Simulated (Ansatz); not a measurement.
Born–Oppenheimer molecular dynamics of FH4InO2 (8 atoms, charge 0, multiplicity 1). It starts at the highest image of a converged band, a first-order saddle point between two minima.

Computed with RKS LDA/def2-SVP in Ansatz 0.2.0.

```json
{
  "ensemble": "NVE (velocity Verlet)",
  "time step": "0.5 fs",
  "steps asked": "200",
  "starting velocities drawn for": "300 K",
  "seed": "6645"
}
```

Frames 0.5 fs apart, positions in Å, forces in eV/Å.

Velocities at 10.0 fs (Å/ps):

```
In -0.54 -0.35 -0.51
H -10.23 1.31 -2.54
O 2.53 -0.56 -0.57
O 1.83 2.12 2.73
H -6.80 17.42 12.35
F 1.03 -0.14 1.36
H -15.07 11.06 5.56
H 5.53 -11.82 -17.50
```

```xyz
8
Properties=species:S:1:pos:R:3:forces:R:3 time_fs=10.0 energy_less_start_eV=0.131 T=132
In -0.349 -0.102 -0.239 -0.17 -0.88 -1.80
H 1.270 -0.757 0.270 0.44 -0.02 0.16
O -0.302 0.490 -2.116 -0.40 0.08 -0.09
O -1.760 -1.031 0.683 -1.33 -0.17 -0.35
H 1.244 0.376 0.872 0.71 -0.44 0.21
F 0.681 1.201 1.087 0.32 1.51 0.98
H 0.377 1.181 -2.176 0.25 0.23 -0.17
H -1.431 -1.192 1.567 0.19 -0.32 1.06
8
Properties=species:S:1:pos:R:3:forces:R:3 time_fs=10.5 energy_less_start_eV=0.146 T=113
In -0.349 -0.102 -0.240 -0.16 -0.90 -1.82
H 1.266 -0.757 0.268 0.45 -0.05 0.15
O -0.301 0.490 -2.117 -0.47 0.02 -0.08
O -1.760 -1.030 0.684 -1.47 -0.10 -0.66
H 1.241 0.384 0.878 0.80 -0.56 0.17
F 0.681 1.201 1.088 0.23 1.68 1.04
H 0.370 1.186 -2.174 0.31 0.30 -0.18
H -1.428 -1.198 1.560 0.31 -0.39 1.38
8
Properties=species:S:1:pos:R:3:forces:R:3 time_fs=11.0 energy_less_start_eV=0.154 T=103
In -0.349 -0.102 -0.240 -0.14 -0.91 -1.83
H 1.262 -0.756 0.268 0.45 -0.07 0.15
O -0.300 0.489 -2.117 -0.49 0.01 -0.09
O -1.759 -1.029 0.686 -1.55 -0.07 -0.77
H 1.240 0.391 0.885 0.87 -0.65 0.14
F 0.682 1.201 1.089 0.16 1.80 1.08
H 0.364 1.193 -2.172 0.33 0.32 -0.18
H -1.424 -1.205 1.555 0.37 -0.43 1.50
8
Properties=species:S:1:pos:R:3:forces:R:3 time_fs=11.5 energy_less_start_eV=0.151 T=107
In -0.350 -0.102 -0.240 -0.10 -0.91 -1.82
H 1.260 -0.756 0.267 0.46 -0.08 0.15
O -0.299 0.489 -2.117 -0.46 0.04 -0.09
O -1.758 -1.028 0.687 -1.53 -0.08 -0.67
H 1.242 0.396 0.892 0.89 -0.71 0.11
F 0.683 1.201 1.090 0.11 1.88 1.10
H 0.358 1.200 -2.170 0.30 0.29 -0.18
H -1.420 -1.214 1.555 0.34 -0.42 1.40
8
Properties=species:S:1:pos:R:3:forces:R:3 time_fs=12.0 energy_less_start_eV=0.139 T=122
In -0.350 -0.103 -0.241 -0.05 -0.90 -1.79
H 1.259 -0.756 0.267 0.46 -0.09 0.15
O -0.298 0.489 -2.118 -0.40 0.11 -0.10
O -1.758 -1.027 0.688 -1.44 -0.14 -0.37
H 1.246 0.400 0.899 0.87 -0.73 0.09
F 0.683 1.202 1.091 0.09 1.89 1.10
H 0.353 1.208 -2.169 0.23 0.22 -0.17
H -1.414 -1.223 1.558 0.24 -0.36 1.10
8
Properties=species:S:1:pos:R:3:forces:R:3 time_fs=12.5 energy_less_start_eV=0.122 T=144
In -0.350 -0.103 -0.241 0.00 -0.88 -1.75
H 1.258 -0.756 0.268 0.46 -0.09 0.15
O -0.297 0.489 -2.118 -0.31 0.22 -0.12
O -1.758 -1.026 0.689 -1.30 -0.24 0.06
H 1.251 0.402 0.907 0.80 -0.69 0.07
F 0.684 1.203 1.093 0.12 1.83 1.08
H 0.348 1.217 -2.168 0.13 0.12 -0.16
H -1.408 -1.233 1.563 0.09 -0.26 0.67
8
Properties=species:S:1:pos:R:3:forces:R:3 time_fs=13.0 energy_less_start_eV=0.105 T=165
In -0.351 -0.103 -0.242 0.07 -0.85 -1.69
H 1.259 -0.756 0.268 0.46 -0.09 0.16
O -0.296 0.488 -2.118 -0.20 0.34 -0.14
O -1.759 -1.025 0.690 -1.12 -0.36 0.53
H 1.259 0.402 0.915 0.67 -0.60 0.05
F 0.684 1.204 1.094 0.18 1.70 1.04
H 0.344 1.226 -2.167 0.02 -0.01 -0.14
H -1.402 -1.244 1.570 -0.09 -0.14 0.18
8
Properties=species:S:1:pos:R:3:forces:R:3 time_fs=13.5 energy_less_start_eV=0.093 T=180
In -0.351 -0.103 -0.242 0.14 -0.81 -1.62
H 1.261 -0.757 0.269 0.46 -0.07 0.17
O -0.295 0.488 -2.119 -0.09 0.46 -0.15
O -1.759 -1.024 0.691 -0.94 -0.49 0.99
H 1.268 0.401 0.923 0.51 -0.47 0.04
F 0.685 1.206 1.095 0.28 1.53 0.99
H 0.340 1.234 -2.167 -0.08 -0.14 -0.12
H -1.396 -1.255 1.577 -0.27 -0.01 -0.29
8
Properties=species:S:1:pos:R:3:forces:R:3 time_fs=14.0 energy_less_start_eV=0.086 T=189
In -0.351 -0.104 -0.243 0.21 -0.77 -1.54
H 1.264 -0.757 0.271 0.45 -0.06 0.18
O -0.294 0.488 -2.119 0.00 0.57 -0.16
O -1.760 -1.023 0.692 -0.78 -0.61 1.37
H 1.278 0.398 0.931 0.33 -0.33 0.02
F 0.686 1.207 1.097 0.39 1.32 0.93
H 0.336 1.243 -2.167 -0.18 -0.25 -0.11
H -1.391 -1.266 1.584 -0.42 0.12 -0.69
8
Properties=species:S:1:pos:R:3:forces:R:3 time_fs=14.5 energy_less_start_eV=0.082 T=194
In -0.351 -0.104 -0.243 0.28 -0.73 -1.45
H 1.268 -0.758 0.273 0.43 -0.03 0.19
O -0.293 0.488 -2.119 0.07 0.66 -0.17
O -1.760 -1.022 0.694 -0.64 -0.70 1.65
H 1.290 0.395 0.939 0.13 -0.18 0.00
F 0.686 1.209 1.099 0.51 1.10 0.86
H 0.331 1.251 -2.168 -0.25 -0.34 -0.10
H -1.386 -1.276 1.589 -0.53 0.22 -0.99
8
Properties=species:S:1:pos:R:3:forces:R:3 time_fs=15.0 energy_less_start_eV=0.079 T=198
In -0.352 -0.104 -0.244 0.36 -0.69 -1.35
H 1.274 -0.759 0.275 0.41 0.00 0.20
O -0.293 0.488 -2.120 0.11 0.70 -0.17
O -1.761 -1.022 0.695 -0.55 -0.76 1.81
H 1.301 0.391 0.947 -0.07 -0.03 -0.03
F 0.687 1.211 1.101 0.62 0.88 0.80
H 0.326 1.258 -2.168 -0.28 -0.40 -0.08
H -1.383 -1.287 1.592 -0.60 0.29 -1.17
8
Properties=species:S:1:pos:R:3:forces:R:3 time_fs=15.5 energy_less_start_eV=0.075 T=205
In -0.352 -0.105 -0.244 0.43 -0.66 -1.25
H 1.280 -0.760 0.278 0.38 0.03 0.21
O -0.292 0.489 -2.120 0.11 0.71 -0.17
O -1.762 -1.021 0.697 -0.49 -0.78 1.84
H 1.312 0.388 0.955 -0.25 0.11 -0.06
F 0.688 1.213 1.103 0.73 0.67 0.74
H 0.320 1.264 -2.169 -0.29 -0.41 -0.08
H -1.382 -1.296 1.591 -0.62 0.33 -1.23
```

Of the whole run (100 fs, mean temperature of the second half 396 K): The conserved energy stayed within 0.19 meV per atom of its start (net change 0.14 meV per atom), so the integration is sound. The system heated up, since it started high on the potential surface and ran downhill. A run of 0.1 ps of so small a system gives no equilibrium averages. The orbitals stay closed-shell, which can raise the energy where a bond breaks towards radicals; this wasn't checked here.

Time of the run: 100 s on 2 threads of INTEL(R) XEON(R) PLATINUM 8581C CPU @ 2.10GHz (Emerald Rapids), on a shared host, peak memory 0.14 GiB.
